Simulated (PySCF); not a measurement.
Molecule: `C#C[SiH2]/N=C/C=C/C`, C6H9NSi.

Cartesian coordinates in Å; atom numbers follow the order of the lines, from 1:
```xyz
17

C    -3.679    2.010   -0.226
C    -3.230    0.899   -0.136
Si   -2.575   -0.828    0.003
N    -0.874   -0.622   -0.035
C     0.059   -1.051   -0.764
C     1.446   -0.695   -0.542
C     1.831    0.140    0.426
C     3.234    0.540    0.701
H    -4.066    2.986   -0.302
H    -2.841   -1.385    1.331
H    -3.204   -1.633   -1.058
H    -0.115   -1.727   -1.613
H     2.173   -1.141   -1.209
H     1.069    0.565    1.065
H     3.338    1.620    0.598
H     3.928    0.050    0.022
H     3.500    0.286    1.727
```

Frames of a GFN2-xTB Langevin trajectory at 300 K; GIAO PBE0/pcSseg-1 shieldings in PySCF, gas phase, non-relativistic; equivalent atoms averaged within each frame.

Shifts are taken against calculated references (same method and geometry level): TMS for ¹³C (186.93 ppm) and ²⁹Si (349.16 ppm) and ¹H (31.72 ppm); ¹⁵N (267.73 ppm) vs NH3. The references are static minima.

**Question.** How do the shifts (ppm) fluctuate along the trajectory?

**Answer.** 
```tsv
time (fs)	C5	C7	C6	C1	C2	C8	Si3	N4	H12	H14
250	176.8	146.9	142.8	108.7	89.6	27.0	-61.1	367.5	9.09	7.85
425	179.9	158.4	142.9	103.2	99.9	25.4	-75.1	368.5	9.29	8.84
625	184.8	153.3	134.5	107.3	90.5	26.0	-50.8	389.8	9.03	8.53
800	176.3	161.9	134.9	110.2	91.1	15.8	-65.1	379.3	8.23	8.38
1000	173.9	149.3	142.3	104.6	90.8	20.6	-71.4	360.9	8.74	7.74
mean of frames	178.3	154.0	139.5	106.8	92.4	23.0	-64.7	373.2	8.88	8.27
standard deviation	4.2	6.2	4.4	2.9	4.3	4.7	9.5	11.4	0.41	0.47
```

5 frames give an uncertainty of the mean of about the standard deviation over 2.2 at best, since frames this close in time may not be independent; classical motion lacks zero-point vibration, and the reference would need the same averaging.
